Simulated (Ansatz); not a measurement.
Ga(F)(Me)(OH) (CH4FGaO), SMILES [OH][Ga]([CH3])[F].

The structure is a stationary point at PBE0-D3(BJ)/def2-SVP. The structure was generated by enumeration; whether it is a known compound was not checked. One conformer was computed; it need not be the lowest.

Two levels are set side by side: PBE/def2-SVPD (Ansatz, a first-principles code) and CAM-B3LYP/def2-SVPD (Ansatz). Energy differences of separate SCF runs at the same geometry; the states with an electron removed or added have multiplicity 2 and 2. Differences are taken from unrounded values.

```json
[
 {"quantity": "vertical ionisation energy (eV)", "CAM-B3LYP": "11.78", "PBE": "11.02", "PBE minus CAM-B3LYP": "-0.77"},
 {"quantity": "vertical singlet–triplet gap (eV)", "CAM-B3LYP": "6.88", "PBE": "6.03", "PBE minus CAM-B3LYP": "-0.85"}
]
```
